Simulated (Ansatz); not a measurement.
Ansatz (a program for electronic structure) input (MP2/3-21G): The .json file is the Basis Set Exchange's 3-21G.

Ansatz 0.2 input:
```yaml
crystal:
  periodic: [false, false, false]
  atoms:
    - {symbol: C, position_ang: [-1.55014401, 0.01612694, -0.03329130]}
    - {symbol: Se, position_ang: [0.44456922, -0.00462508, 0.00954768]}
    - {symbol: H, position_ang: [-1.92706299, -0.59608292, -0.85700175]}
    - {symbol: H, position_ang: [-1.92491067, 1.03442984, -0.16736923]}
    - {symbol: H, position_ang: [-1.96251570, -0.37785583, 0.89949748]}
basis:
  gaussian:
    orbitals: 3-21G.json
total_charge: -1
magnetization: {spin_polarized: false}
correlation: {method: mp2, electrons: outside_noble_gas}
```

From the last part of the output:

```
WARN ansatz: RAYON_NUM_THREADS=1 ignored (pool sized by the plan → 1); use --threads N
Functional definition: HF
integrals: 0.00 GiB planned
379 factors; integrals over basis functions are off by at most 1.1e-3 eV
mean field: 0.09 GiB planned
mean field evaluation 1: about -66064.6287 eV, gradient 2.0e1 eV
mean field evaluation 2: about -66064.6243 eV, gradient 2.0e1 eV
mean field evaluation 4: about -66066.0560 eV, gradient 1.3e0 eV
mean field evaluation 8: about -66066.0692 eV, gradient 2.4e-2 eV
mean field -66066.06921233 eV, -2427.8832623631 hartree, gradient 1.5e-6 eV, S^2 0.000000; 0 other end points of the search recorded, 0 dependent functions left out
15 core orbitals not correlated
reference -66066.06921233 eV, -2427.8832623631 hartree; 7, 7 occupied and 16, 16 virtual orbitals, 379 factors
second order -3.62914560 eV of doubles, -0.00000000 eV of singles
Total energy: -66069.69835793 eV, -2428.0166310041 hartree
```

The dipole moment of an ion depends on the origin.
